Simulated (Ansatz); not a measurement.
A structure relaxed at r2SCAN-D4/def2-TZVPD in Ansatz, charge -1, doublet:

```xyz
3

Pb   -0.342    0.881    0.874
Se    1.082    0.757   -1.287
Se   -0.739   -1.638    0.413
```

Problem. Give its formula and point group.

Solution. PbSe₂⁻. Point group C2v (tolerance 0.1 Å).

Problem. Summarise the bond lengths by kind (pairs closer than 1.2 times the sum of covalent radii, bridged metal pairs left out).

Solution. 2 × Pb–Se 2.59 Å.

In the def2 sets Pb takes a core potential; there is no spin–orbit coupling. Another isomer (doublet) lies 0.04 eV lower at PBE0-D4/def2-TZVPD; other spin states weren't run for this one.
